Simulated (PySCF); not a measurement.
## Stationary points of WN₂⁻

All numbers come from PySCF, B3LYP, basis W def2-SVPD with ECP60, N def2-SVPD (scalar-relativistic core potentials, no spin–orbit coupling, density fitting).

Relaxations began from a few typed shapes; open shells are unrestricted. The search is not exhaustive: other isomers or separated fragments can lie lower, and high-lying points may rest on an excited occupation.

| spin | group | bonds | angles | imaginary modes (cm⁻¹) | ΔE (kJ/mol) | ΔE with ZPE (kJ/mol) |
| --- | --- | --- | --- | --- | --- | --- |
| doublet | C2v | W–N 1.736 Å (×2) | N–W–N 99.0° | none | 0.0 | 0.0 |
| broken-symmetry Ms = 1/2 (⟨S²⟩ 1.84) | C2v | W–N 1.756 Å (×2) | N–W–N 104.2° | none | 77.9 | 76.8 |
| doublet (⟨S²⟩ 1.36) | C∞v | N–N 1.164 Å, W–N 1.877 Å | N–N–W 180.0° | none | 146.1 | 152.2 |
| broken-symmetry Ms = 1/2 (⟨S²⟩ 1.77) | C2v | N–N 1.221 Å, W–N 2.036 Å (×2) | N–N–W 72.6° (×2), N–W–N 34.9° | none | 183.0 | 186.0 |
| broken-symmetry Ms = 1/2 (⟨S²⟩ 2.93) | D∞h | W–N 1.870 Å (×2) | N–W–N 180.0° | 362i, 350i, 148i | 302.3 | – |

The lowest minimum found is the doublet C2v: W–N 1.736 Å (×2); N–W–N 99.0°.

Formally W is in oxidation state +5, d1, with 1 unpaired electron. The Mulliken spin on W is -0.31, so most of the spin sits on the ligands and the formal count fails. The polar-tensor charge on W, 0.00, is far below the formal one.

For the lowest minimum: other spin states or occupations of the open shell can lie lower. The lowest empty level of this anion is unbound, so it and the gap depend on the basis. Spin–orbit coupling, left out here, can matter for elements this heavy.

The electron or spin density has lower symmetry than the nuclear frame for the doublet (⟨S²⟩ 1.36) C∞v at 146.1 kJ/mol, broken-symmetry Ms = 1/2 (⟨S²⟩ 2.93) D∞h at 302.3 kJ/mol.
